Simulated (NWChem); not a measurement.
## A calculation on H₄ClInS

SMILES: S.[Cl][InH2]
```xyz
7

In     0.7802     0.0609    -0.1793
H      1.6944    -1.1598     0.6218
H      1.1034     1.6908    -0.6428
Cl    -1.0791    -0.8776    -1.4302
S     -1.1963     0.6047     1.9169
H     -1.5621     1.8043     1.4069
H     -1.9808    -0.0773     1.0425
```
Charge 0, spin multiplicity 1.

All runs are NWChem calculations. All single points use one geometry, from B3LYP/def2-SVP with def2 effective core potentials on In, a minimum by its harmonic frequencies.

Effective core potentials replace the inner electrons of In; spin-orbit coupling is left out. The structure started from a generated list of species. No SCF solution was tested for a lower state.

Worked example. At PBE0/def2-TZVP the molecule has a total energy of -1050.70198 Ha and the free atoms (multiplicities In 2, H 2, Cl 2, S 3) Cl -459.99740, H -0.50104, S -397.97371, In -190.11399 Ha. The electronic atomisation energy is the atoms' sum less the molecule's energy.

1·(-190.11399) + 4·(-0.50104) + 1·(-459.99740) + 1·(-397.97371) = -1050.08926 Ha for the atoms; less the molecule's energy this leaves 0.61272 Ha, or 384.5 kcal/mol (1609 kJ/mol), without zero-point, thermal or spin-orbit terms.
